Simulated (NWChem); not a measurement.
# SnHF$_{3}$; SMILES [F][SnH]([F])[F]

```xyz
5

Sn     0.0000     0.0000    -0.2228
F      1.6256     0.6686     0.5380
F     -1.3918     1.0735     0.5380
F     -0.2338    -1.7421     0.5380
H      0.0000     0.0000    -1.9120
```
Atoms are numbered in this order, from 1.

Level: PBE0/def2-SVP with def2 effective core potentials on Sn (NWChem), optimised geometry, unscaled harmonic frequencies. def2 effective core potentials on Sn; no spin-orbit coupling.

### Question
List the harmonic frequencies with IR intensities, and the thermochemistry.

### Answer
```tsv
frequency (cm⁻¹)	IR intensity (km/mol)
166	12.2
166	12.2
200	52.0
537	68.0
537	68.0
656	28.1
674	61.0
674	61.0
2034	33.0
```

```json
{
 "zero_point_energy": "8.1 kcal/mol",
 "thermal correction to the enthalpy at 298.15 K (with zero-point energy)": "12.0 kcal/mol",
 "heat capacity Cv": "16.6 cal/(mol K)",
 "entropy at 298.15 K and 1 atm (symmetry number 3)": "74.6 cal/(mol K)"
}
```

Rigid rotor and harmonic oscillator.
